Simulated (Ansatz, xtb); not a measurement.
**Ligand exchange: AlH2Br + GeH3(SH) → AlH2(SH) + GeH3Br**

Species: AlH2Br `[AlH2][Br]`, singlet; GeH3(SH), singlet; AlH2(SH), singlet; GeH3Br `[GeH3][Br]`, singlet. The partners trade Br for SH: Al–Br and Ge–SH bonds give way to Al–SH and Ge–Br.

Shapes, held fixed at every level: PBE0-D4/def2-TZVP. Programs: Ansatz 0.2.0, xtb 6.7.1, xtb 6.7.1 later snapshot. The zero-point and thermal change to 298 K, harmonic and unscaled (PBE0-D4/def2-TZVP), is +0.1 kJ/mol.

```
               level                    kind  ΔH(298 K) (kJ/mol)  less CCSD(T)/def2-TZVPP  CPU time (sum over the molecules)
            GFN0-xTB          semi-empirical               +27.4                    +16.8                             0.13 s
         HF/def2-SVP            Hartree–Fock               +12.2                     +1.6                                  –
r2SCAN-D4/def2-TZVPP                meta-GGA                +9.2                     -1.4                               24 s
  wB97M-V/def2-TZVPP  range-separated hybrid                +9.7                     -0.9                               51 s
  wB97X-V/def2-TZVPP  range-separated hybrid                +9.4                     -1.2                               36 s
   B2PLYP/def2-TZVPP           double hybrid                +9.5                     -1.1                               21 s
    CCSD(T)/def2-SVP   coupled cluster or CI               +11.6                     +1.0                              9.2 s
       CCSD/def2-SVP   coupled cluster or CI               +12.0                     +1.4                                  –
  CCSD(T)/def2-TZVPP   coupled cluster or CI               +10.6                      0.0                               87 s
```

The highest level, CCSD(T)/def2-TZVPP, gives ΔH(298 K) = +10.6 kJ/mol; the levels span +9.2 to +27.4. The column of differences is taken from that level and isn't an error. No measured value is set beside it here. Relativity is left out for Br, Ge unless named. Correlated rows may include outer-core shells of Br, Ge, which these sets cover unevenly. Times are processor times on shared x86 and Arm servers, and rough.
